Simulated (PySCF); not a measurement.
Electron correlation in N⁺ (nitrogen, charge +1)

[He] 2s2 2p2, high-spin 3P determinant. Computed with PySCF 2.14 in aug-cc-pVTZ-DK, with the spin-free X2C one-electron Hamiltonian (Gaussian nucleus). Frozen: 1s2; 4 electrons correlated.

```json
{"level": "CCSD", "correlation energy (mhartree)": "-92.93"}
{"level": "(T)", "correlation energy (mhartree)": "-1.63"}
{"level": "CCSD(T)", "correlation energy (mhartree)": "-94.56"}
{"level": "CCSDT", "correlation energy (mhartree)": "-94.89"}
```

Diagnostics: T1 = 0.0064, D1 = 0.0125, largest double amplitude 0.118.

Cost of the coupled-cluster step: roughly 1.1 core-seconds, for 4 correlated electrons.
